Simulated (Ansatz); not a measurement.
Mulliken charges of Cl2H2SSi, SMILES `S[SiH](Cl)Cl` from ωB97M-V/def2-TZVPP in Ansatz (PBE0-D4/def2-TZVP geometry).

```csv
atom,x (Å),y (Å),z (Å),charge (e)
S1,-1.479,0.744,-0.447,-0.195
Si2,0.299,-0.116,0.305,0.440
Cl3,-0.079,-0.550,2.257,-0.178
Cl4,0.810,-1.816,-0.704,-0.183
H5,-0.969,0.885,-1.685,0.122
H6,1.460,0.789,0.228,-0.007
```

By hand: the dipole of these point charges (1 e Å = 4.8032 D).

Σ q r = (0.157, 0.337, -0.259) e Å, of length 0.453 e Å = 2.18 D.

How does the dipole of the full density compare? (An estimate is asked.)

The calculation gave: (0.080, 0.190, -0.210) e Å, 1.41 D; the point charges give 1.55 times that, at 11° from its direction.

Point charges leave out the atoms' own dipoles, such as those of lone pairs, and Mulliken's split depends on the basis, so the two needn't agree.
